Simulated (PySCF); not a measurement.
Electron correlation in Ba⁺ (barium, charge +1)

[Xe] 6s1, 2S determinant. Calculation: PySCF 2.14, in def2-TZVPPD with the def2 core potential (46 electrons) (6s4p3d1f, 40 functions); a scalar-relativistic core potential. Frozen: nothing; 9 electrons correlated.

```json
{"level": "CCSD", "correlation energy (mhartree)": "-147.84"}
{"level": "(T)", "correlation energy (mhartree)": "-3.67"}
{"level": "CCSD(T)", "correlation energy (mhartree)": "-151.51"}
```

Diagnostics: T1 = 0.0046, D1 = 0.0193, largest double amplitude 0.020.

Cost of the coupled-cluster step: roughly 1.5 core-seconds, for 9 correlated electrons.

Iterations:

```
CC2 = 0
CCSD nocc = (np.int64(5), np.int64(4)), nmo = (40, 40)
frozen orbitals [[], []]
max_cycle = 100
direct = 0
conv_tol = 1e-08
conv_tol_normt = 1e-06
diis_space = 8
diis_start_cycle = 0
Init t2, MP2 energy = -0.133530635624437
Init E_corr(UCCSD) = -0.133530635729976
cycle = 1  E_corr(UCCSD) = -0.144480809846701  dE = -0.0109501741  norm(t1,t2) = 0.0325892
cycle = 2  E_corr(UCCSD) = -0.147035137735458  dE = -0.00255432789  norm(t1,t2) = 0.00869707
cycle = 3  E_corr(UCCSD) = -0.147877123534624  dE = -0.000841985799  norm(t1,t2) = 0.00272196
cycle = 4  E_corr(UCCSD) = -0.147841904450044  dE = 3.52190846e-05  norm(t1,t2) = 0.000330144
cycle = 5  E_corr(UCCSD) = -0.147838711935484  dE = 3.19251456e-06  norm(t1,t2) = 3.93033e-05
cycle = 6  E_corr(UCCSD) = -0.147838750579517  dE = -3.8644033e-08  norm(t1,t2) = 7.29094e-06
cycle = 7  E_corr(UCCSD) = -0.147838736008902  dE = 1.45706154e-08  norm(t1,t2) = 6.37086e-07
cycle = 8  E_corr(UCCSD) = -0.147838733445705  dE = 2.56319677e-09  norm(t1,t2) = 1.1927e-07
UCCSD converged
E(UCCSD) = -25.08608976430091  E_corr = -0.147838733445705
UCCSD(T) correction = -0.0036655993705744
```

The basis has no tight functions for the innermost shells, so their pair energies are far from complete.

This basis was not built for core-valence correlation, so the inner-shell part is incomplete.
